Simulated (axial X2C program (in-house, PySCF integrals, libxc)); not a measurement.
## PBr: cheaper levels and CCSD(T), two-component

All values were computed with an axial X2C code built on PySCF integrals. Two-component (2c) means X2C with spin–orbit coupling and atomic mean-field two-electron Coulomb and Gaunt terms. Basis: Br dyall-cv3z [8s9p6d4f1g], P dyall-v3z [8s7p2d1f] (cores contracted in-house); Gaussian nuclei, density fitting, unrestricted open shells. Masses: Br 78.918 u, P 30.974 u.

State: Ω = 1 (⟨Sz⟩ = 1.00, ⟨Lz⟩ = 0.00 at HF); fragments Br + P.

| level | Re (Å) | ωe (cm⁻¹) | De (eV) |
| --- | --- | --- | --- |
| PBE0 | 2.178 | 439.5 | 2.90 |
| HF | 2.201 | 432.0 | 1.28 |
| CCSD | 2.195 | 428.5 | 2.30 |
| r2SCAN0 | 2.172 | 444.7 | n/a |

Correlated methods: 12 electrons correlated (number of frozen shells: Br 3 s, 2 p, 1 d; P 2 s, 1 p), 182 virtual spin orbitals or spinors in MP2, 90 natural virtuals in coupled cluster.

CCSD(T), same Hamiltonian and basis:

Re = 2.198 Å, ωe = 424.7 cm⁻¹, De = 2.43 eV; T1 = 0.020 (Lee–Taylor normalisation).

(1) Give the differences from CCSD(T) in the columns below.

Occupations by symmetry block were frozen at the best pattern of an incomplete PBE0 search. De is counted from the lowest determinant-based energies of the atoms at the same level, without counterpoise correction. De is not given where an atomic determinant may have missed its ground term or J level, or where the truncated virtual space spoils (T). Density functionals use the spin component along the axis (collinear). CCSD and (T) use frozen natural virtuals with an MP2 correction for the truncation; (T) itself is uncorrected, so its De runs slightly low. Other states lie close and PBE0, whose exact exchange favours high spin, may order them wrongly; the determinant shown need not be the ground state. The nearest other 2c determinant of the search, Ω = 0, lies 0.84 eV up at the distance of the search. Without a current term, density functionals place determinants with orbital angular momentum somewhat too high. With several unpaired electrons one determinant need not be a pure state. Open-shell Ω = 0 determinants with evenly filled partner blocks cannot be reached by this program, so the Ω shown need not be the lowest component. This is the Ω = 1 component of a π² triplet; the 0⁺ component is not one determinant and can lie lowest. The stretched end of a curve changes character and is left out.

Answers

(1) 

```json
{"level": "PBE0", "ΔRe (Å)": "-0.020", "Δωe (cm⁻¹)": "15", "ΔDe (eV)": "0.47"}
{"level": "HF", "ΔRe (Å)": "0.003", "Δωe (cm⁻¹)": "7", "ΔDe (eV)": "-1.15"}
{"level": "CCSD", "ΔRe (Å)": "-0.003", "Δωe (cm⁻¹)": "4", "ΔDe (eV)": "-0.13"}
{"level": "r2SCAN0", "ΔRe (Å)": "-0.026", "Δωe (cm⁻¹)": "20", "ΔDe (eV)": "n/a"}
```
